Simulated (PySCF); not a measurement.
# Correlation energy of Bi (bismuth, neutral)

[Xe] 4f14 5d10 6s1 6p3 6d1, high-spin 6D determinant (an excited configuration). Calculation: PySCF 2.14, in x2c-TZVPPall with one added diffuse shell each of s, p, d, f type (12s8p7d4f, 99 functions); scalar relativity by spin-free X2C-1e. Frozen: [Kr] 4d10 4f14; 23 electrons correlated.

| level | correlation energy (mhartree) |
| --- | --- |
| CCSD | -403.79 |
| (T) | -6.60 |
| CCSD(T) | -410.39 |

Diagnostics: T1 = 0.0054, D1 = 0.0169, largest double amplitude 0.022.

Spin-orbit coupling is strong in this species (close to jj coupling), so the high-spin LS determinant is a model state, not a physical level. The outer electron is Rydberg-like, and this basis confines it to a smaller radius and binds it less than a complete one would.

Cost of the coupled-cluster step: about 60 core-seconds, for 23 correlated electrons.

This basis was not built for core-valence correlation, so the inner-shell part is incomplete.

Spin-orbit coupling is strong in this species, so the high-spin LS determinant is a model state.
